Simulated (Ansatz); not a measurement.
Mulliken charges of FH3S3Si (`F[Si](S)(S)S`) from r2SCAN/def2-TZVPP in Ansatz (PBE0-D4/def2-TZVP geometry).

```tsv
atom	x (Å)	y (Å)	z (Å)	charge (e)
F1	-1.011	0.537	1.148	-0.298
Si2	-0.014	0.006	0.022	0.671
S3	1.963	0.560	0.516	-0.242
S4	-0.540	0.854	-1.840	-0.242
S5	-0.149	-2.099	-0.099	-0.242
H6	1.880	0.063	1.764	0.117
H7	-0.548	2.112	-1.359	0.117
H8	-1.490	-2.091	-0.208	0.117
```

Task: By hand: the dipole of these point charges (1 e Å = 4.8032 D).

Result: Σ q r = (-0.035, 0.020, 0.040) e Å, of length 0.057 e Å = 0.27 D.

Task: How does the dipole of the full density compare? (Estimate.)

Result: Ansatz gave: (-0.078, 0.042, 0.088) e Å, 0.60 D; the point charges give 0.45 times that, at 1° from its direction.

Point charges leave out the atoms' own dipoles, such as those of lone pairs, and Mulliken's split depends on the basis, so the two needn't agree.
